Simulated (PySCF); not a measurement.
Worked example: oscillator strength and radiative lifetime

Te(Cl)(NMe2) (C2H6ClNTe), SMILES CN(C)[Te]Cl.

Coordinates come from a PBE0-D3(BJ)/def2-SVP optimisation. The structure was generated by enumeration, and PubChem lists no compound with its InChIKey, so it may never have been made. The def2 effective core potentials stand for the cores of Te; spin–orbit coupling is left out. The values are those of a single conformer.

PySCF 2.14.0 with TDDFT-PBE0/def2-SVPD puts the first singlet state with f over 0.02 at 4.22 eV (vertical), with the transition dipole (0.131, -0.768, 0.000) in atomic units.

Task: Find the oscillator strength, the wavelength and the radiative lifetime that this transition would have in vacuum if emission retraced absorption.

Result: 
|μ|² = 0.6070 au, so |μ| = 1.98 D. ΔE = 4.22/27.211 = 0.1551 hartree. f = (2/3) ΔE |μ|² = 0.063 (the program prints 0.063).
λ = 1239.84/4.22 = 294 nm; ν = 34037 cm⁻¹.
Einstein's coefficient A = 0.6670 ν² f s⁻¹ (ν in cm⁻¹) = 4.8e7 s⁻¹, so τ = 1/A = 21 ns. This state is S3; the lower singlets have f = 0.001, 0.000. The figure is the radiative limit of this one transition; relaxation, internal conversion, crossing to triplets and a medium change what is measured.
